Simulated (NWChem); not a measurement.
SiHCl₃; SMILES Cl[SiH](Cl)Cl

```xyz
5

Si     0.0000     0.0000     0.5008
Cl    -0.5022    -1.8590    -0.1877
Cl    -1.3589     1.3644    -0.1877
Cl     1.8610     0.4946    -0.1877
H      0.0000     0.0000     1.9775
```
Atoms are numbered in this order, from 1.

Results from NWChem. Geometry optimised at PBE0/def2-SVP; all other runs use it. 

```tsv
quantity	level	value
−ε(HOMO) (eV)	PBE/def2-SVP	7.76
isotropic polarisability (bohr³), static	PBE/def2-SVPD	68.2
solvation free energy (kcal/mol) in water	PBE0/def2-SVP, SMD	0.6
vertical, lowest state with f > 0.02, singlet (eV)	PBE/def2-SVPD, TDA	7.08
dipole (D)	PBE0/def2-SVP	0.97
highest harmonic frequency (cm⁻¹)	PBE0/def2-SVP	2320
```
